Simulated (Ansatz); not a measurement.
Cu, doublet; WB97M-V/cc-pVTZ (Ansatz, an electronic-structure program).

Here is a job for Ansatz.
Ansatz 0.2 input:
```yaml
crystal:
  periodic: [false, false, false]
  atoms:
    - {symbol: Cu, position_ang: [0.00000000, 0.00000000, 0.00000000]}
basis:
  gaussian:
    orbitals: cc-pVTZ
hamiltonian:
  xc: {name: wB97M-V}
magnetization: {spin_polarized: true, initial_magnetization: 1}
```

Output, abridged:

```
Functional definition: wB97M-V
564 factors; their error is unknown
60 factors; integrals over basis functions are off by at most 9.4e-5 eV
mean field evaluation 1: about -44634.5636 eV, gradient 4.8e1 eV
mean field evaluation 2: about -44616.7916 eV, gradient 1.3e2 eV
mean field evaluation 4: about -44638.3585 eV, gradient 1.6e0 eV
mean field evaluation 8: about -44638.3624 eV, gradient 6.0e-2 eV
mean field evaluation 16: about -44636.7245 eV, gradient 2.6e1 eV
mean field -44638.46592769 eV, -1640.4333658036 hartree, gradient 6.6e-5 eV, S^2 0.750136; 2 other end points of the search recorded, 0 dependent functions left out
reference -44638.46596028 eV, -1640.4333670014 hartree; 15, 14 occupied and 53, 54 virtual orbitals, 564 factors
Total energy: -44638.46596028 eV, -1640.4333670014 hartree
```
